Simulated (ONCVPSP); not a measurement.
# What one change does to a pseudopotential (Gd (Z = 64), ONCV)

Gd, optimised norm-conserving Vanderbilt (ONCV), made with ONCVPSP 4.0.1 (LDA (Perdew-Zunger), scalar-relativistic). Core [Kr] 4d10 4f7, reference 5s2 5p6 5d1 6s1 (charge +1). Waves: 5s+6s: rc 2.40 bohr, ncon 4, nbas 8, qcut 6.3 1/bohr, 2 projectors; 5p: rc 2.30 bohr, ncon 3, nbas 7, qcut 7 1/bohr, 3 projectors, debl 1.7 Ha; 5d: rc 3.70 bohr, ncon 4, nbas 9, qcut 4.1 1/bohr, 2 projectors, debl 2.7 Ha. Local part: polynomial inside 2.20 bohr (lpopt 5, dvloc0 0 Ha). Core correction: Teter function, fcfact 4.75, rcfact 1.2.

Change: core correction Teter function, fcfact 4.75, rcfact 1.68.

Cutoffs: the cutoffs (Ha) at which the residual kinetic energy of the hardest occupied pseudo-wave falls to 1 and 0.1 mHa per electron; they do not see the model core or the augmentation charge, which bear on the density cutoff. Errors are all-electron minus pseudo energies relative to the spin-unpolarised reference configuration.

**Question.** What does the change do?

**Answer.** The potential gets neither clearly harder nor softer (12 Ha and 16 Ha → 12 Ha and 16 Ha); of the 4 tests that both files solve, the error grows in 2 and shrinks in 2 by more than 15 % and 0.3 meV (median size 30.8 → 7.6 meV); neither file shows a bound ghost. A model core, the more so a compact one, raises the density cutoff, which this test does not measure.

```tsv
quantity	base	changed
cutoff, loose	12 Ha	12 Ha
cutoff, tight	16 Ha	16 Ha
bound ghosts	none	none
GHOST(+) flags under 300 eV	none	none
error for 5s2 5p6 5d1 6s2, meV [ΔE -6.86 eV]	+1.9	+1.2
error for 5s2 5p6 5d1 6s0, meV [ΔE 12.38 eV]	-2.2	-4.7
error for 5s2 5p6 5d0 6s0, meV [ΔE 32.42 eV]	+59	+10
error for 5s2 5p5 5d1 6s2, meV [ΔE 25.59 eV]	-174	-215
s: phases at 2.44 bohr within 0.05 rad from the reference energy up to (Ha; the scan ends near 5)	3.1	3.1
p: phases at 2.34 bohr within 0.05 rad from the reference energy up to (Ha; the scan ends near 5)	to the end of the scan	to the end of the scan
d: phases at 3.75 bohr within 0.05 rad from the reference energy up to (Ha; the scan ends near 5)	0.1	0.1
rms error of d²Exc/dni dnj with the model core, mHa	2.15	2.10
```
